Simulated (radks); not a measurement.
Polarisabilities and homonuclear dispersion coefficients (atomic units). Calculated with a radial shooting solver on a logarithmic mesh with Libxc functionals: scalar-relativistic Kohn-Sham, LDA (Slater exchange, Perdew-Wang correlation), spin-polarised, spherical densities, finite nucleus; open shells are filled with parallel spins first (spin-orbit coupling, left out, can overturn this in heavy ions); Fermi nuclear charge, rms radius of each element as measured or else 0.836 A^(1/3) + 0.57 fm. Response by self-consistent Sternheimer equations with the Hartree and adiabatic LDA kernel, the relativistic mass of each level held fixed and spin-orbit coupling left out. For heavy and open-shell atoms this level of theory can miss by tens of per cent. "Uncoupled" leaves out the induced potential. Quadrupole and octupole values are given only where no p, d or f shell is open.

[
 {"species": "Nb", "configuration": "[Kr] 4d4 5s1", "alpha1 (bohr^3)": "88.10", "alpha1, uncoupled": "156.2", "alpha2 (bohr^5)": "-", "alpha3 (bohr^7)": "-", "C6": "975.2", "C8": "-", "recommended alpha1": "98 +/- 8"},
 {"species": "Ta2+", "configuration": "[Xe] 4f14 5d3", "alpha1 (bohr^3)": "14.81", "alpha1, uncoupled": "20.94", "alpha2 (bohr^5)": "-", "alpha3 (bohr^7)": "-", "C6": "84.88", "C8": "-", "recommended alpha1": "-"},
 {"species": "P2+", "configuration": "[Ne] 3s2 3p1", "alpha1 (bohr^3)": "9.037", "alpha1, uncoupled": "15.25", "alpha2 (bohr^5)": "-", "alpha3 (bohr^7)": "-", "C6": "32.27", "C8": "-", "recommended alpha1": "-"},
 {"species": "Mg2+", "configuration": "[Ne]", "alpha1 (bohr^3)": "0.5135", "alpha1, uncoupled": "0.5822", "alpha2 (bohr^5)": "0.6063", "alpha3 (bohr^7)": "1.284", "C6": "0.6234", "C8": "3.754", "recommended alpha1": "-"},
 {"species": "Cd", "configuration": "[Kr] 4d10 5s2", "alpha1 (bohr^3)": "44.67", "alpha1, uncoupled": "84.80", "alpha2 (bohr^5)": "404.7", "alpha3 (bohr^7)": "6853", "C6": "395.8", "C8": "19540", "recommended alpha1": "46 +/- 2"}
]

Recommended values: Schwerdtfeger and Nagle, table of static dipole polarisabilities (2023 update), measured or computed.
